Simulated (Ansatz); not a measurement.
Program: Ansatz. Geometries: PBE0-D4/def2-TZVP. ΔE: electronic, gas phase. CBS: MP2 limit from def2 TZ/QZ plus the TZ coupled-cluster correction, frozen cores. DFT in def2-TZVPP. Each species was taken in one conformer, which may not be the lowest.

Consider the redistribution: `[SiH3]O[SiH2]BS` + `FC[SiH2]O[SiH3]` → `FC[SiH2]BS` + `[SiH3]O[SiH2]O[SiH3]`.

| species | r2SCAN-D4 energy (Eh) |
| --- | --- |
| `[SiH3]O[SiH2]BS` | -1081.49416 |
| `FC[SiH2]O[SiH3]` | -796.39630 |
| `FC[SiH2]BS` | -854.04568 |
| `[SiH3]O[SiH2]O[SiH3]` | -1023.84981 |

(1) Work out ΔE.

Largest T1 diagnostic among the species: 0.014.

## Answers

(1) ΔE = (-854.04568) + (-1023.84981) − (-1081.49416) − (-796.39630) = -0.00503 Eh = -13.2 kJ/mol. CCSD(T)/CBS gives -14.2 kJ/mol.
